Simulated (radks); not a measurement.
P XII, 4 electrons, occupied as [He] 2s2 (the NIST ground configuration). All-electron calculation, scalar-relativistic Kohn-Sham, LDA (Slater exchange, Perdew-Wang correlation), spin-polarised, spherical densities, finite nucleus; Fermi nuclear charge, rms radius 3.1889 fm. Program: a radial shooting solver on a logarithmic mesh with Libxc functionals.

Normalised radial functions P(r) = r R(r), r in bohr:

```
   r/bohr * 1s, o 2s (the largest magnitude, 2.79, reaches the edge; | marks zero, & curves that meet)
 0.005981                             | o   *
 0.007247                             | o    *
 0.008781                             |  o     *
  0.01073                             |  o      *
    0.013                             |   o       *
  0.01575                             |   o         *
  0.01908                             |    o          *
   0.0233                             |     o           *
  0.02824                             |     o             *
  0.03421                             |      o               *
  0.04146                             |      o                 *
  0.05063                             |       o                 *
  0.06135                             |       o                  *
  0.07434                             |      o                   *
  0.09007                             |     o                   *
     0.11                             |   o                   *
   0.1333                             |o                  *
   0.1615                          o  |               *
   0.1957                      o      |           *
    0.239                  o          |       *
   0.2896               o             |    *
   0.3509              o              | *
   0.4252              o              |*
   0.5194                o            *
   0.6293                   o         *
   0.7625                       o     *
   0.9239                          o  *
    1.128                            o*
    1.367                             &
```

1s: eigenvalue -2566.2 eV, 0 radial nodes, <r> = 0.103 bohr, 90 % of the charge inside 0.184 bohr. 2s: eigenvalue -535.52 eV, 1 radial node at r = 0.139 bohr, <r> = 0.444 bohr, 90 % of the charge inside 0.680 bohr.
